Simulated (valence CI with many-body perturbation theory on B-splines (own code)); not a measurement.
Run record, Eu⁵⁸⁺

Computed by relativistic CI+MBPT: three valence electrons over a frozen Dirac-Fock core [He], a basis of 11 s, 11 p, 10 d, 8 f, 5 g, 2 h functions for each j, with the one-electron correlation potential Σ1 (screened to all orders), the two-electron term Σ2, the three-electron term Σ3, Breit, model QED; selected single and double excitations, second order for the rest, scaled by the run's own slope (own B-spline code, finite nucleus).

Command, and the settings that its task file holds:

```sh
python run_cv.py task.json out
```

```
atom Eu  Z=63  mass_number=153  rms_radius_fm=5.1115
core [He]
valence 2s2 2p1
avg = 1
basis = M
breit = 1
cap = 32000
capref = 2000
cscale = 1
de = 0.0
dress = 0
eps = 2e-08
extrap = 1
h = 0.27
hh = 1
l2 = 3
lcore = 6
maxit = 60
n2 = 5
natural = 1
nlev = 150
nno = [5, 5, 5, 4, 2, 1]
nroot = 36
nsp = [6, 6, 5, 4, 3, 1]
pt2 = 1
qed = 1
rpa = 1
s1 = 1
s2 = 1
s3 = 1
screen = 1
tol = 2e-05
whole = 1
```

It took 74 s on 1 thread of Arm Neoverse V1, on a shared host.

Log. The first blocks belong to the next ion, which gives the ionisation energy. Fields: 2J, parity (1 odd), roots, reference size, generating configurations, candidates as configurations/state functions, variational space P, stored matrix elements, Davidson steps; e2 is the range of second-order energies in hartree. The first line gives the box (bohr), its intervals, the orbitals and the steps of their self-consistent field. Window is the range of levels sought, series limit the energy at which the first omitted orbital would enter, core excitation an estimate of the first excitation out of the core, left out the lowest levels not solved, and shifts from estimates the range by which levels moved from their first estimate, all in cm⁻¹.

```
rmax 2.5 intervals 56 orbitals 83 references ['2s2 2p', '2s 2p2', '2p3'] scf 2 t 0.5
2J=0 par=0 roots 2 ref 20 generators 3 cand 396/396 P 375/375 nnz 0 it 0
2J=0 par=0 roots 2 ref 20 generators 3 cand 41/41 P 392/392 nnz 0 it 0
   second order: generators 3 cand 24/24 e2 -0.00000 -0.00000
2J=0 par=1 roots 2 ref 17 generators 3 cand 344/344 P 322/322 nnz 0 it 0
2J=0 par=1 roots 2 ref 17 generators 4 cand 39/39 P 342/342 nnz 0 it 0
   second order: generators 6 cand 19/19 e2 -0.00000 -0.00000
2J=2 par=1 roots 2 ref 40 generators 2 cand 922/922 P 779/779 nnz 0 it 0
2J=2 par=1 roots 2 ref 40 generators 2 cand 183/183 P 877/877 nnz 0 it 0
   second order: generators 2 cand 85/85 e2 -0.00000 -0.00000
reference levels 1013, estimated 767, window 82382086 1/cm; series limit 97105858, core excitation 336180586
2J=1 par=1 roots 22 ref 80 generators 20 cand 8436/12616 P 4936/7168 nnz 4.4e+06 it 5
2J=1 par=1 roots 22 ref 80 generators 24 cand 9667/14682 P 8508/12737 nnz 1.3e+07 it 6
   second order: generators 25 cand 6095/9113 e2 -0.00001 -0.00000
2J=1 par=0 roots 24 ref 82 generators 22 cand 8477/12653 P 4871/7169 nnz 4.5e+06 it 5
2J=1 par=0 roots 24 ref 82 generators 24 cand 8678/12884 P 8690/13189 nnz 1.4e+07 it 6
   second order: generators 27 cand 5909/8625 e2 -0.00001 -0.00000
2J=3 par=1 roots 30 ref 122 generators 25 cand 13598/29055 P 3614/7224 nnz 5.4e+06 it 5
2J=3 par=1 roots 30 ref 122 generators 27 cand 13530/28471 P 9630/20508 nnz 3.4e+07 it 7
   second order: generators 29 cand 8639/17787 e2 -0.00003 -0.00000
2J=3 par=0 roots 29 ref 120 generators 23 cand 13584/29012 P 3585/7221 nnz 5.4e+06 it 5
2J=3 par=0 roots 29 ref 120 generators 24 cand 13524/28437 P 9703/20803 nnz 3.5e+07 it 7
   second order: generators 26 cand 7406/14855 e2 -0.00003 -0.00000
2J=5 par=0 roots 24 ref 121 generators 23 cand 16055/40725 P 3398/7225 nnz 5.6e+06 it 4
2J=5 par=0 roots 24 ref 121 generators 24 cand 16314/41754 P 9726/23408 nnz 4.5e+07 it 7
   second order: generators 25 cand 10998/27259 e2 -0.00003 -0.00000
2J=5 par=1 roots 20 ref 116 generators 18 cand 14778/36493 P 3431/7214 nnz 5.5e+06 it 5
2J=5 par=1 roots 20 ref 116 generators 19 cand 15060/37650 P 9104/21512 nnz 3.9e+07 it 7
   second order: generators 21 cand 11600/29155 e2 -0.00002 -0.00000
2J=7 par=1 roots 10 ref 92 generators 11 cand 11045/31002 P 3374/7183 nnz 5.3e+06 it 5
...
2J=9 par=0 roots 4 ref 60 generators 5 cand 5792/16563 P 5031/12106 nnz 1.6e+07 it 5
   second order: generators 6 cand 4989/14914 e2 -0.00002 -0.00001
2J=11 par=0 roots 1 ref 26 generators 1 cand 2836/7462 P 1900/4083 nnz 2e+06 it 4
2J=11 par=0 roots 1 ref 26 generators 1 cand 2157/5905 P 2267/5022 nnz 3.4e+06 it 4
   second order: generators 1 cand 1790/4966 e2 -0.00001 -0.00001
2J=11 par=1 roots 1 ref 29 generators 2 cand 4872/13551 P 2104/4678 nnz 3.2e+06 it 4
2J=11 par=1 roots 1 ref 29 generators 3 cand 3994/11402 P 2498/5653 nnz 4.9e+06 it 4
   second order: generators 3 cand 3600/10427 e2 -0.00002 -0.00002
left out: unestimated 98355507, estimated 87254431, shifts from estimates -11 to 54
operators 0.2
```

The Davidson iterations converged.

The last digits are not significant, and no measured levels were compared; by estimate large intervals hold to a few tenths of a per cent, small ones and those within an open d or f shell to about a per cent.

- Valence energy: -1479.369 hartree
- Ionisation energy: 13044 eV (NIST: 13050 ± 6 eV (theoretical))
- Reference configurations for the orbitals: 2s2 2p, 2s 2p2, 2p3
- Radial orbitals: 83
- Box radius: 2.531 bohr
- Largest variational space: 23408
- Lowest levels: (2s^2 2p1/2) J=1/2 0.00, (2s 2p1/2^2) J=1/2 15.26, (2s^2 2p3/2) J=3/2 52.05, (2s 2p1/2 2p3/2) J=3/2 [a] 62.71, (2s 2p1/2 2p3/2) J=5/2 65.39, (2s 2p1/2 2p3/2) J=1/2 69.71, (2s 2p1/2 2p3/2) J=3/2 [b] 69.82, (2p1/2^2 2p3/2) J=3/2 85.86, (2s 2p3/2^2) J=5/2 116.08, (2s 2p3/2^2) J=1/2 122.63, (2s 2p3/2^2) J=3/2 122.69, (2p1/2 2p3/2^2) J=3/2 135.02, (2p1/2 2p3/2^2) J=5/2 136.61, (2p1/2 2p3/2^2) J=1/2 140.02 Ry

Levels are named by their leading jj configuration (3d3/2^4 stands for four electrons in 3d with j = 3/2), which in mixed levels can hold well under half, so a name can repeat and another be missing. Letters in brackets count levels of one name in rising energy.
